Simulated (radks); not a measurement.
Question: Species: Sb XXXII. Configuration: [Ar] 3d2 (the NIST ground configuration). All-electron calculation, Dirac Kohn-Sham, LB94 model potential, spin-unpolarised, spherical densities, finite nucleus; open shells fill j = l - 1/2 first; Fermi nuclear charge, rms radius 4.6802 fm. Program: a radial shooting solver on a logarithmic mesh with Libxc functionals.

Spin-orbit splittings of the eigenvalues, e(l+1/2) - e(l-1/2), with zeta = 2 splitting/(2l+1) and mean radii in bohr:

| shell | occ. | splitting (eV) | zeta (eV) | <r> j=l-1/2 | <r> j=l+1/2 |
|---|---|---|---|---|---|
| 2p | 6 | 257.4 | 171.6 | 0.1022 | 0.1075 |
| 3p | 6 | 57.78 | 38.52 | 0.2933 | 0.3022 |
| 3d | 2 | ? | ? | 0.2650 | 0.2677 |

Estimate the 3d splitting.

Answer: 13.36 eV (zeta = 5.345 eV).
